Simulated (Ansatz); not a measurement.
CH4O3Si (`O=C[SiH](O)O`). Total charge 0; spin multiplicity 1.

Z-matrix (Å, degrees):
```
Si
C 1 1.928
O 1 1.632 2 102.1
O 1 1.635 2 111.4 3 121.5
H 1 1.477 2 112.1 3 -121.2
O 2 1.212 1 118.0 3 -0.9
H 2 1.114 1 123.2 3 180.0
H 3 0.965 1 112.2 2 0.2
H 4 0.959 1 118.2 2 -71.1
```

What are the harmonic wavenumbers in cm⁻¹ at PBE0-D4/def2-TZVP (Ansatz, finite differences of forces, unscaled)? (An estimate is asked.)

Computed: 85, 172, 211, 265, 337, 429, 458, 626, 755, 795, 836, 901, 914, 935, 988, 1386, 1758, 2270, 2862, 3816, 3916.

Is this a minimum?

Yes, all 21 modes are real.

Give the ideal-gas thermochemistry at 298.15 K and 1 bar (rigid rotor, harmonic oscillator; point group C1, symmetry number 1).

Zero-point energy 147.8 kJ/mol; H(298) − E = 167.9 kJ/mol; entropy 335.0 J/(mol·K), of which translation 165.3, rotation 110.0, vibration 59.7; G(298) − E = 68.1 kJ/mol. Modes under 100 cm⁻¹ are hindered rotations or soft bends, so the harmonic entropy is rough.

And at 400, 500, 600, 800 and 1000 K?


```json
{"T (K)": "400", "H − E (kJ/mol)": "179.4", "S (J/mol/K)": "367.9", "G − E (kJ/mol)": "32.2"}
{"T (K)": "500", "H − E (kJ/mol)": "192.2", "S (J/mol/K)": "396.4", "G − E (kJ/mol)": "-6.0"}
{"T (K)": "600", "H − E (kJ/mol)": "206.1", "S (J/mol/K)": "421.7", "G − E (kJ/mol)": "-46.9"}
{"T (K)": "800", "H − E (kJ/mol)": "236.5", "S (J/mol/K)": "465.3", "G − E (kJ/mol)": "-135.8"}
{"T (K)": "1000", "H − E (kJ/mol)": "269.2", "S (J/mol/K)": "501.8", "G − E (kJ/mol)": "-232.6"}
```
